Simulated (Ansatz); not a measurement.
[CoI(H2O)5]2+ (CoIO5H10²⁺), relaxed as a singlet with RKS r2SCAN-D4/def2-SVP in Ansatz, starting from the GFN2-xTB (ALPB water) geometry. Force threshold 0.03 eV/Å.

In the def2 sets I takes a core potential; there is no spin–orbit coupling. The restricted singlet is unstable towards broken spin symmetry in Hartree–Fock (as tested in another run); at r2SCAN-D4/def2-SVP this wasn't settled. At r2SCAN-D4/def2-SVP a quintet of charge 2 lies 0.48 eV below the restricted singlet, each at its own geometry.

Start:

| atom | x (Å) | y (Å) | z (Å) |
| --- | --- | --- | --- |
| Co1 | -0.270 | -0.044 | 0.143 |
| I2 | -2.667 | -0.366 | 1.337 |
| O3 | 1.532 | 0.225 | -0.792 |
| H4 | 1.962 | -0.564 | -1.154 |
| H5 | 2.224 | 0.706 | -0.316 |
| O6 | -1.029 | -0.206 | -1.614 |
| H7 | -0.471 | 0.051 | -2.369 |
| H8 | -1.949 | -0.074 | -1.882 |
| O9 | 0.660 | 0.147 | 1.816 |
| H10 | 0.951 | -0.548 | 2.424 |
| H11 | 0.620 | 0.974 | 2.321 |
| O12 | 0.076 | -1.932 | 0.056 |
| H13 | -0.295 | -2.435 | -0.686 |
| H14 | 0.224 | -2.561 | 0.778 |
| O15 | -0.453 | 1.866 | 0.136 |
| H16 | -1.271 | 2.376 | 0.212 |
| H17 | 0.158 | 2.386 | -0.412 |

```json
{"step": "1", "energy (eV)": "-56097.5759", "largest force component (eV/Å)": "1.249", "SCF passes": "75"}
{"step": "2", "energy (eV)": "-56097.8357", "largest force component (eV/Å)": "0.351", "SCF passes": "22"}
{"step": "3", "energy (eV)": "-56097.8850", "largest force component (eV/Å)": "0.758", "SCF passes": "30"}
{"step": "4", "energy (eV)": "-56097.9365", "largest force component (eV/Å)": "0.532", "SCF passes": "23"}
{"step": "5", "energy (eV)": "-56097.9392", "largest force component (eV/Å)": "0.420", "SCF passes": "23"}
{"step": "6", "energy (eV)": "-56097.9529", "largest force component (eV/Å)": "0.081", "SCF passes": "23"}
{"step": "7", "energy (eV)": "-56097.9582", "largest force component (eV/Å)": "0.056", "SCF passes": "22"}
{"step": "8", "energy (eV)": "-56097.9803", "largest force component (eV/Å)": "0.098", "SCF passes": "30"}
{"step": "9 (rejected)", "energy (eV)": "-56097.9155", "largest force component (eV/Å)": "1.230", "SCF passes": "29"}
{"step": "10", "energy (eV)": "-56097.9909", "largest force component (eV/Å)": "0.063", "SCF passes": "22"}
{"step": "11", "energy (eV)": "-56097.9966", "largest force component (eV/Å)": "0.270", "SCF passes": "22"}
{"step": "12", "energy (eV)": "-56098.0072", "largest force component (eV/Å)": "0.178", "SCF passes": "22"}
{"step": "13 (rejected)", "energy (eV)": "-56097.9454", "largest force component (eV/Å)": "0.994", "SCF passes": "23"}
{"step": "14", "energy (eV)": "-56098.0111", "largest force component (eV/Å)": "0.090", "SCF passes": "23"}
{"step": "15", "energy (eV)": "-56098.0120", "largest force component (eV/Å)": "0.235", "SCF passes": "22"}
{"step": "16", "energy (eV)": "-56098.0143", "largest force component (eV/Å)": "0.066", "SCF passes": "25"}
{"step": "17", "energy (eV)": "-56098.0151", "largest force component (eV/Å)": "0.031", "SCF passes": "25"}
{"step": "18", "energy (eV)": "-56098.0164", "largest force component (eV/Å)": "0.144", "SCF passes": "22"}
{"step": "19", "energy (eV)": "-56098.0179", "largest force component (eV/Å)": "0.151", "SCF passes": "23"}
{"step": "20 (rejected)", "energy (eV)": "-56098.0014", "largest force component (eV/Å)": "1.377", "SCF passes": "27"}
{"step": "21", "energy (eV)": "-56098.0238", "largest force component (eV/Å)": "0.327", "SCF passes": "23"}
{"step": "22 (rejected)", "energy (eV)": "-56098.0219", "largest force component (eV/Å)": "1.137", "SCF passes": "22"}
{"step": "23", "energy (eV)": "-56098.0330", "largest force component (eV/Å)": "0.286", "SCF passes": "24"}
{"step": "24", "energy (eV)": "-56098.0419", "largest force component (eV/Å)": "0.209", "SCF passes": "23"}
{"step": "25", "energy (eV)": "-56098.0486", "largest force component (eV/Å)": "0.046", "SCF passes": "22"}
{"step": "26", "energy (eV)": "-56098.0488", "largest force component (eV/Å)": "0.157", "SCF passes": "22"}
{"step": "27", "energy (eV)": "-56098.0500", "largest force component (eV/Å)": "0.053", "SCF passes": "23"}
{"step": "28", "energy (eV)": "-56098.0507", "largest force component (eV/Å)": "0.004", "SCF passes": "25"}
```

Force components are those of the run's own axes.

End:

```xyz
17

Co   -0.211   -0.014    0.100
I    -2.477   -0.150    1.185
O     1.618    0.126   -0.774
H     1.819   -0.006   -1.717
H     2.465    0.224   -0.305
O    -0.930   -0.288   -1.664
H    -1.138    0.549   -2.126
H    -1.745   -0.825   -1.730
O     0.685    0.266    1.781
H     0.963   -0.566    2.214
H     0.195    0.761    2.468
O     0.068   -1.899    0.354
H     0.547   -2.399   -0.334
H    -0.677   -2.450    0.667
O    -0.414    1.875   -0.191
H    -1.152    2.361    0.227
H     0.384    2.435   -0.155
```

By distances, no bond broke or formed. The bond that changes most is Co1–I2, from 2.70 to 2.52 Å (atoms count from 1).

No frequencies were taken in this run, so the end may be a saddle point.

It took 58 s on 2 threads of AMD EPYC 7R13 on a shared host and a share (18 GiB) of an NVIDIA H100 80GB HBM3, peak host memory 0.85 GiB.
